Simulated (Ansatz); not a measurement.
A run for Ansatz (a first-principles code): R-B2PLYP/def2-TZVPP on C2H6OTe (SMILES CC[Te]O). Elements past Kr take the def2 small-core potentials; no spin–orbit coupling. The run froze 12 orbitals, filled d shells among them.

Ansatz 0.2 input:
```yaml
crystal:
  periodic: [false, false, false]
  atoms:
    - {symbol: C, position_ang: [-1.09995493, -0.55372731, 0.05405627]}
    - {symbol: C, position_ang: [-0.40561211, 0.78638273, -0.12217220]}
    - {symbol: Te, position_ang: [1.48770607, 0.89334183, 0.92304727]}
    - {symbol: O, position_ang: [2.28248806, -0.68608696, 0.00927171]}
    - {symbol: H, position_ang: [-0.45691721, -1.37056784, -0.27485649]}
    - {symbol: H, position_ang: [-1.35873868, -0.73063407, 1.09847040]}
    - {symbol: H, position_ang: [-2.01907753, -0.58886200, -0.53812737]}
    - {symbol: H, position_ang: [-0.19919503, 1.00877409, -1.16786183]}
    - {symbol: H, position_ang: [-0.98832921, 1.61461124, 0.28762782]}
    - {symbol: H, position_ang: [2.75763057, -0.37323173, -0.76894466]}
basis:
  gaussian:
    orbitals: def2-TZVPP
hamiltonian:
  xc: {name: B2PLYP}
magnetization: {spin_polarized: false}
correlation: {electrons: outside_noble_gas}
scf: {lower_state_search: off}
```

**Question.** Give the final energy of this run.

**Answer.** -422.7256 hartree.

**Question.** How many basis functions does it have, and what does it roughly cost on one machine?

**Answer.** 227 functions; around 7 core-seconds (rough).
